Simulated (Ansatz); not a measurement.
AlF₃. The state is a singlet with charge 0. Geometry PBE-D4/def2-TZVP.

```xyz
4

Al    0.000    0.000    0.000
F    -1.263   -1.022    0.269
F    -0.265    1.620   -0.133
F     1.529   -0.598   -0.136
```

Estimate the orbital energies around the gap (eV) in Ansatz with LDA (SPW92)/def2-TZVP, PBE-D4/def2-SVP, revPBE-D4/def2-TZVP, r2SCAN0-D4/def2-TZVP, BHLYP-D4/def2-TZVP.


```
orbital  LDA (SPW92)/def2-TZVP  PBE-D4/def2-SVP  revPBE-D4/def2-TZVP  r2SCAN0-D4/def2-TZVP  BHLYP-D4/def2-TZVP
 HOMO−5                 -10.90           -10.24               -10.48                -13.02              -14.72
 HOMO−4                 -10.56            -9.85               -10.15                -12.73              -14.46
 HOMO−3                 -10.56            -9.85               -10.15                -12.73              -14.46
 HOMO−2                 -10.39            -9.62                -9.99                -12.54              -14.24
 HOMO−1                 -10.39            -9.62                -9.99                -12.54              -14.24
   HOMO                  -9.89            -9.16                -9.50                -12.08              -13.80
   LUMO                  -2.83            -2.24                -2.33                 -1.29               -0.95
 LUMO+1                  -1.27            -0.80                -0.85                  0.14                0.38
 LUMO+2                   1.15             2.00                 1.32                  2.54                2.51
 LUMO+3                   1.15             2.00                 1.32                  2.54                2.51
 LUMO+4                   3.52             4.04                 3.79                  5.13                5.09
 LUMO+5                   4.45             7.05                 4.66                  5.95                6.13
```
